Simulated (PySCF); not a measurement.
Assigning NMR signals

Numbering as in the mapped SMILES `[CH2:1]=[CH:2][C:3]1=[CH:4][P:5]1[N:6]([SiH3:7])[SiH3:8]`; H(Xn) means a hydrogen on atom n. Ha(C1) is cis to C3; Hb(C1) is trans to C3.

Relativity neglected, rapidly exchanging positions averaged, one computed conformer, in vacuum. GIAO PBE0/pcSseg-1 shieldings; coordinates at the GFN2-xTB level; PySCF.

Shifts are taken against calculated references (same method and geometry level): 13C (σ = 186.93 ppm) and 1H (σ = 31.72 ppm) vs TMS.

**Question.** Assign these signals to the numbered atoms. 13C{1H} NMR (computed): δ 153.3 (C), 138.8 (CH), 138.4 (CH2), 133.2 (CH).

**Answer.** 
153.3 → C3, fully substituted alkene carbon: as expected for a trigonal carbon in a double bond
138.8 → C4, alkene CH: the olefinic region
138.4 → C1, terminal =CH2 carbon: as expected for a trigonal carbon in a double bond
133.2 → C2, alkene CH: an sp2 carbon of a C=C bond

C4 and C1 lie closer than the usual error of such a calculation, so a measured spectrum could show them in the other order.

**Question.** Assign these signals to the numbered atoms. 1H NMR (400 MHz, computed): δ 8.71 (m, 1H), 7.57 (m, 1H), 6.41 (m, 1H), 6.35 (m, 1H), 4.58 (m, 6H).

**Answer.** 
8.71 → H(C4), hydrogen on an alkene CH
7.57 → H(C2), hydrogen on an alkene CH: attached to an sp2 carbon and in the plane of the double bond
6.41 → Ha(C1), hydrogen on a terminal =CH2 carbon: olefinic region
6.35 → Hb(C1), hydrogen on a terminal =CH2 carbon
4.58 → H(Si7)/H(Si8), hydrogen on a silicon bonded to N

Ha(C1) and Hb(C1) lie closer than the usual error of such a calculation, so a measured spectrum could show them in the other order.

Splittings by 31P in the carbon and heteronuclear signals aren't shown, as no couplings were computed. Shifts are as computed. Against solution values, carbons near 30 ppm lie about +3 ppm off and those near 130 ppm about +5 ppm. Of 1211 compounds with measured shifts, 218 miss one by over three times the rms of a fit or turn the order of signals round; such compounds aren't used in these exercises. Multiplicities follow the n + 1 count of equivalent neighbours, as no J values were calculated; m marks all less simple cases, F and P coupling included.
